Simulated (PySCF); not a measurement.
**Assigning NMR signals**

Geometry (Å), atoms numbered from 1 in this order:
```xyz
19

C     2.180    1.630   -0.611
O     0.904    1.173   -0.277
Si    0.510   -0.193    0.513
C     1.150   -1.763   -0.349
C    -1.374   -0.106    0.435
C    -2.088    0.926   -0.379
C    -2.046   -1.000    1.126
F    -1.491   -1.958    1.880
F    -3.377   -1.119    1.208
H     2.708    0.897   -1.225
H     2.770    1.820    0.288
H     2.070    2.558   -1.172
H     0.980   -0.155    1.903
H     2.232   -1.845   -0.275
H     0.726   -2.656    0.097
H     0.892   -1.768   -1.405
H    -1.854    0.785   -1.432
H    -1.737    1.914   -0.094
H    -3.165    0.870   -0.240
```

PySCF 2.14 calculation with shieldings: GIAO PBE0/pcSseg-1 and geometry: GFN2-xTB; equivalent nuclei averaged, one computed conformer, no solvent, relativity neglected.

Scale: ¹³C and ¹H vs TMS (reference shieldings calculated alike).

(1) Assign these signals to the numbered atoms. ¹³C{¹H} NMR (computed): δ 167.7, 83.9, 53.1, 11.8, -1.7.

(2) Assign these signals to the numbered atoms. ¹H NMR (300 MHz, computed): δ 5.34 (q, 1H), 3.83 (s, 3H), 1.82 (s, 3H), 0.27 (d, 3H).

## Answers

(1) 
```tsv
δ (ppm)	atoms	environment	reason
167.7	C7	fully substituted alkene carbon	–
83.9	C5	fully substituted alkene carbon	–
53.1	C1	methyl carbon bonded to O	the inductive effect lowers its shielding
11.8	C6	allylic methyl carbon	saturated and bonded to C and H only
-1.7	C4	methyl carbon bonded to Si	an electropositive neighbour leaves it electron-rich and shielded
```

(2) 
5.34 → H13, hydrogen on a silicon bonded to 2 C, O
3.83 → H10/H11/H12, hydrogen on a methyl carbon bonded to O: its carbon carries O, hence the downfield position
1.82 → H17/H18/H19, hydrogen on an allylic methyl carbon: allylic position
0.27 → H14/H15/H16, hydrogen on a methyl carbon bonded to Si: an electropositive neighbour shields it, as in TMS itself

Splittings by ¹⁹F in the carbon and heteronuclear signals aren't shown, as no couplings were computed. Shifts are as computed. Against solution values, carbons near 30 ppm lie about +3 ppm off and those near 130 ppm about +5 ppm. Of 1211 compounds with measured shifts, 218 miss one by over three times the rms of a fit or turn the order of signals round; such compounds aren't used in these exercises. No couplings were computed; multiplicities are counted from neighbouring protons, with m where these are inequivalent, close in shift, in a saturated or five-membered ring or joined by F or P, and br s for small geminal =CH2 splittings.
